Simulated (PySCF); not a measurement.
## GeO: from constants to spectrum

RHF-CCSD(T) constants of GeO, ¹Σ⁺ (singlet), closed shell (basis Ge def2-TZVPP, O def2-TZVPP; no relativity; PySCF 2.14; masses 73.9212 and 15.9949 u):

| Quantity | Value |
| --- | --- |
| ωe | 980.7 cm⁻¹ |
| ωexe | 4.25 cm⁻¹ |
| Be | 0.47875 cm⁻¹ |
| αe | 0.00293 cm⁻¹ |
| D (centrifugal) | 4.56e-07 cm⁻¹ |
| De to Ge + O | 6.71 eV |

Q: Give the band origin of the fundamental and the first lines of its P and R branches.

A: ν0 = ωe − 2ωexe = 972.2 cm⁻¹, B0 = 0.47729, B1 = 0.47436 cm⁻¹.

| J″ | P(J″) − ν0 | R(J″) − ν0 |
| --- | --- | --- |
| 0 |  | 0.949 |
| 1 | -0.955 | 1.892 |
| 2 | -1.915 | 2.829 |
| 3 | -2.881 | 3.760 |
| 4 | -3.853 | 4.685 |
| 5 | -4.831 | 5.604 |
| 6 | -5.815 | 6.517 |

Q: Near which J would the R branch turn back, without centrifugal distortion?

A: At J ≈ (B0 + B1)/(2(B0 − B1)) − 1 ≈ 160.

Correlated steps freeze 10 core orbitals. Where the molecule has an RHF reference, its open-shell atoms are computed with UHF. The CCSD T1 diagnostic is raised, a sign that a single reference may not be enough here.
